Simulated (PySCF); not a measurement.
Computed IR spectrum (relative IR intensity) of a molecule CH₇FOSi₂. Coordinates come from a ωB97X-D3(BJ)/def2-SVP optimisation. One conformer was computed; it need not be the lowest. All values below come from ωB97X-D3(BJ)/def2-SVP run with PySCF. Frequencies are harmonic and unscaled.

Lines under 2 % of the strongest are left out, and lines within 2 cm⁻¹ are merged.

ν (cm⁻¹): 364 (vw), 508 (vw), 706 (vw), 713 (w), 757 (w), 774 (m), 866 (w), 892 (w), 932 (vs), 983 (s), 996 (s), 1013 (w), 1105 (vs), 1288 (w), 2256 (m), 2274 (m), 2306 (m), 2314 (m) (against the strongest line: vs over 80 %, s over 45 %, m over 15 %, w over 4 %, vw less)

Question: Identify the compound among the candidates.
(A) C[Si@@](O)(F)[SiH3]
(B) C[Si@@H](F)[SiH2]O
(C) CO[Si@@H](F)[SiH3]
(D) C[SiH2]O[SiH2]F

Answer: D, C[SiH2]O[SiH2]F
